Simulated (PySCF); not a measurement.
A structure optimised at PBE-D3(BJ)/def2-SVP, used in a PySCF frequency run:

```xyz
8

Si     0.0000     0.0000     2.2838
Si     0.0000     0.0000    -0.0536
Cl    -1.6841    -0.9723    -0.7749
Cl     1.6841    -0.9723    -0.7749
Cl     0.0000     1.9446    -0.7749
H     -1.2323     0.7115     2.7654
H      1.2323     0.7115     2.7654
H      0.0000    -1.4229     2.7654
```

### Question
Write its SMILES, formula and point group.

### Answer
[SiH3][Si](Cl)(Cl)Cl, Cl₃H₃Si₂, C3v

### Question
What are its rotational constants (standard atomic weights)?

### Answer
1.2378, 1.1567, 1.1567 GHz
